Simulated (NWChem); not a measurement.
System: PbH2O, singlet; SMILES [OH][PbH]

NWChem printed, in part:

```
             Northwest Computational Chemistry Package (NWChem) 7.3.0
             --------------------------------------------------------

 CS  symmetry detected

                             Geometry "geometry" -> ""
                             -------------------------

 Output coordinates in angstroms (scale by  1.889725989 to convert to a.u.)

  No.       Tag          Charge          X              Y              Z
 ---- ---------------- ---------- -------------- -------------- --------------
    1 Pb                  82.0000     0.02591385    -0.21201483     0.00000000
    2 H                    1.0000    -1.87810742    -0.30670864     0.00000000
    3 O                    8.0000     0.07444839     1.92802012     0.00000000
    4 H                    1.0000    -0.84241557     2.26776401     0.00000000

 Effective nuclear repulsion energy (a.u.)     207.3946991140

      Symmetry information
      --------------------

 Group name             Cs
 Group number              2
 Group order               2
 No. of unique centers     4

                                 NWChem DFT Module
                                 -----------------

 Summary of "ao basis" -> "ao basis" (spherical)
 ------------------------------------------------------------------------------
       Tag                 Description            Shells   Functions and Types
 ---------------- ------------------------------  ------  ---------------------
 Pb                         def2-svp                10       26   4s4p2d
 H                          def2-svp                 3        5   2s1p
 O                          def2-svp                 6       14   3s2p1d

      Symmetry analysis of basis
      --------------------------

        a'         36
        a"         14

            General Information
            -------------------
          SCF calculation type: DFT
          Wavefunction type:  closed shell.
          No. of atoms     :     4
          No. of electrons :    32
           Alpha electrons :    16
            Beta electrons :    16
          Charge           :     0
          Spin multiplicity:     1
          Use of symmetry is: off; symmetry adaption is: on
          Maximum number of iterations: 150
          AO basis - number of functions:    50
                     number of shells:    22
          Convergence on energy requested:  1.00D-06
          Convergence on density requested:  1.00D-05
          Convergence on gradient requested:  5.00D-04

              XC Information
              --------------
                         B3LYP Method XC Potential
                     Hartree-Fock (Exact) Exchange  0.200
                        Slater Exchange Functional  0.800 local
                    Becke 1988 Exchange Functional  0.720 non-local
              Lee-Yang-Parr Correlation Functional  0.810
                  VWN I RPA Correlation Functional  0.190 local

             Grid Information
             ----------------
          Grid used for XC integration:  medium
          Radial quadrature: Mura-Knowles
          Angular quadrature: Lebedev.
          Tag              B.-S. Rad. Rad. Pts. Rad. Cut. Ang. Pts.
          ---              ---------- --------- --------- ---------
          Pb                  1.80      123           9.0       590
          H                   0.35       45          10.0       434
          O                   0.60       49           8.0       434
          Grid pruning is: on
          Number of quadrature shells:   262
          Spatial weights used:  Erf1

      Superposition of Atomic Density Guess
      -------------------------------------

 Sum of atomic energies:        -295.04980516

      Non-variational initial energy
      ------------------------------

 Total energy =    -267.436904
 1-e energy   =    -559.247070
 2-e energy   =     231.816331
 HOMO         =      -0.252175
 LUMO         =      -0.056290

      Symmetry analysis of molecular orbitals - initial
      -------------------------------------------------

  Numbering of irreducible representations:

     1 a'          2 a"

  Orbital symmetries:

[...]

                                NWChem TDDFT Module
                                -------------------

            General Information
            -------------------
           No. of orbitals :     100
            Alpha orbitals :      50
             Beta orbitals :      50
        Alpha frozen cores :       0
         Beta frozen cores :       0
     Alpha frozen virtuals :       0
      Beta frozen virtuals :       0
         Spin multiplicity :       1
    Number of AO functions :      50
        Use of symmetry is : off
      Symmetry adaption is : on
         Schwarz screening :  0.10D-07

              XC Information
              --------------
                  B3LYP Method XC Potential
              Hartree-Fock (Exact) Exchange   0.20
                 Slater Exchange Functional   0.80 local
             Becke 1988 Exchange Functional   0.72 non-local
       Lee-Yang-Parr Correlation Functional   0.81
           VWN I RPA Correlation Functional   0.19 local

             TDDFT Information
             -----------------
          Calculation type : TDDFT
         Wavefunction type : Restricted singlets
          No. of electrons :      32
           Alpha electrons :      16
            Beta electrons :      16
              No. of roots :       6
          Max subspacesize :    5200
            Max iterations :     100
               Target root :       1
           Target symmetry : none
      Symmetry restriction : off
                 Algorithm : Optimal
        Davidson threshold :  0.10D-03

    6 smallest eigenvalue differences (eV)
--------------------------------------------------------
  No. Spin  Occ  Vir  Irrep   E(Occ)    E(Vir)   E(Diff)
--------------------------------------------------------
    1    1   16   17 a"       -0.248    -0.097     4.100
    2    1   15   17 a'       -0.280    -0.097     4.970
    3    1   14   17 a"       -0.285    -0.097     5.096
    4    1   16   18 a'       -0.248    -0.018     6.256
    5    1   15   18 a"       -0.280    -0.018     7.126
    6    1   14   18 a'       -0.285    -0.018     7.252
--------------------------------------------------------

  Entering Davidson iterations
  Restricted singlet excited states

  Iter   NTrls   NConv    DeltaV     DeltaE      Time
  ----  ------  ------  ---------  ---------  ---------
    1      6       0     0.41E+00   0.10+100        5.5
    2     18       0     0.11E+00   0.48E-01        7.5
    3     30       0     0.25E-01   0.53E-02        5.7
    4     42       0     0.58E-02   0.22E-03        3.9
    5     54       2     0.19E-02   0.14E-04        3.9
    6     62       5     0.58E-03   0.97E-06        3.1
    7     64       5     0.19E-03   0.68E-07        2.0
    8     66       6     0.75E-04   0.64E-08        2.0
  ----  ------  ------  ---------  ---------  ---------
  Convergence criterion met

  Ground state a'       -269.293051309269 a.u.

  ----------------------------------------------------------------------------
  Root   1 singlet a"             0.115322058 a.u.                3.1381 eV
  ----------------------------------------------------------------------------
     Transition Moments    X -0.00000   Y  0.00000   Z  0.30550
     Dipole Oscillator Strength                    0.0071755262
     Electric Quadrupole                           0.0000000395
     Magnetic Dipole                               0.0000016846
     Total Oscillator Strength                     0.0071772503

     Occ.   14  a'  ---  Virt.   17  a"   0.07361 X
     Occ.   16  a'  ---  Virt.   17  a"  -0.99765 X
     Occ.   16  a'  ---  Virt.   17  a"   0.05299 Y
  ----------------------------------------------------------------------------
  Root   2 singlet a"             0.144229752 a.u.                3.9247 eV
  ----------------------------------------------------------------------------
     Transition Moments    X  0.00000   Y -0.00000   Z -0.28937
     Dipole Oscillator Strength                    0.0080514037
     Electric Quadrupole                           0.0000000269
     Magnetic Dipole                               0.0000015872
     Total Oscillator Strength                     0.0080530177

     Occ.   14  a'  ---  Virt.   17  a"   0.99627 X
     Occ.   16  a'  ---  Virt.   17  a"   0.07295 X
  ----------------------------------------------------------------------------
  Root   3 singlet a'             0.164436692 a.u.                4.4746 eV
  ----------------------------------------------------------------------------
     Transition Moments    X  0.04779   Y -0.35009   Z -0.00000
     Dipole Oscillator Strength                    0.0136863092
     Electric Quadrupole                           0.0000001167
     Magnetic Dipole                               0.0000000016
     Total Oscillator Strength                     0.0136864275

     Occ.   14  a'  ---  Virt.   18  a'  -0.30619 X
     Occ.   14  a'  ---  Virt.   19  a'   0.10536 X
     Occ.   15  a"  ---  Virt.   17  a"  -0.94349 X
     Occ.   15  a"  ---  Virt.   17  a"   0.06948 Y
     Occ.   16  a'  ---  Virt.   18  a'  -0.07546 X
  ----------------------------------------------------------------------------
  Root   4 singlet a'             0.195521079 a.u.                5.3204 eV
  ----------------------------------------------------------------------------
     Transition Moments    X  0.10772   Y  0.30471   Z  0.00000
     Dipole Oscillator Strength                    0.0136146376
     Electric Quadrupole                           0.0000001194
     Magnetic Dipole                               0.0000028289
     Total Oscillator Strength                     0.0136175859

[...]
```

Level: B3LYP/def2-SVP with def2 effective core potentials on Pb, full TDDFT. Low-valent species are run as closed-shell singlets; no triplet was tried in these runs. Geometry: optimised at PBE-D3(BJ)/def2-SVP. B3LYP is NWChem's, with the RPA form of VWN correlation. def2 effective core potentials on Pb; no spin-orbit coupling.

Q: Write an input that gives this output.

A: One answer among several that fit: the input that was run:
```
start job
memory heap 200 mb stack 900 mb global 1100 mb
geometry units angstroms noautoz
  Pb     0.067343    -0.196899     0.000000
  H     -1.836332    -0.298316     0.000000
  O      0.108320     1.943294     0.000000
  H     -0.809738     2.279798     0.000000
end
basis spherical
  Pb library def2-svp
  H library def2-svp
  O library def2-svp
end
ecp
  Pb library def2-ecp
end
dft
  xc b3lyp
  iterations 150
end
tddft
  nroots 6
  notriplet
end
task tddft energy
```
